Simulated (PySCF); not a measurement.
Electron correlation in N (nitrogen, neutral)

[He] 2s2 2p3, high-spin 4S determinant. Calculation: PySCF 2.14, in aug-cc-pVTZ; no relativity, point nucleus. Frozen: 1s2; 5 electrons correlated.

```csv
level,correlation energy (mhartree)
CCSD,-113.21
(T),-2.56
CCSD(T),-115.77
```

Diagnostics: T1 = 0.0070, D1 = 0.0134, largest double amplitude 0.029.

Cost of the coupled-cluster step: roughly 3 core-seconds, for 5 correlated electrons.

Iterations:

```
CC2 = 0
CCSD nocc = (np.int64(4), np.int64(1)), nmo = (45, 45)
frozen orbitals [[0], [0]]
max_cycle = 100
direct = 0
conv_tol = 1e-08
conv_tol_normt = 1e-06
diis_space = 8
diis_start_cycle = 0
Init t2, MP2 energy = -0.0974850596301048
Init E_corr(UCCSD) = -0.0974850596303991
cycle = 1  E_corr(UCCSD) = -0.109593017127209  dE = -0.0121079575  norm(t1,t2) = 0.0304569
cycle = 2  E_corr(UCCSD) = -0.111993189350412  dE = -0.00240017222  norm(t1,t2) = 0.0113522
cycle = 3  E_corr(UCCSD) = -0.113270252649994  dE = -0.0012770633  norm(t1,t2) = 0.00541621
cycle = 4  E_corr(UCCSD) = -0.113193559252947  dE = 7.6693397e-05  norm(t1,t2) = 0.00109212
cycle = 5  E_corr(UCCSD) = -0.113202094163319  dE = -8.53491037e-06  norm(t1,t2) = 0.000320878
cycle = 6  E_corr(UCCSD) = -0.113205490248497  dE = -3.39608518e-06  norm(t1,t2) = 8.83221e-05
cycle = 7  E_corr(UCCSD) = -0.113205447106061  dE = 4.31424357e-08  norm(t1,t2) = 2.01008e-05
cycle = 8  E_corr(UCCSD) = -0.113205531077966  dE = -8.39719047e-08  norm(t1,t2) = 3.48908e-06
cycle = 9  E_corr(UCCSD) = -0.113205519856968  dE = 1.12209981e-08  norm(t1,t2) = 7.36166e-07
cycle = 10  E_corr(UCCSD) = -0.113205527939511  dE = -8.08254345e-09  norm(t1,t2) = 1.23684e-07
UCCSD converged
E(UCCSD) = -54.51436776819126  E_corr = -0.1132055279395113
UCCSD(T) correction = -0.00255609730723981
```
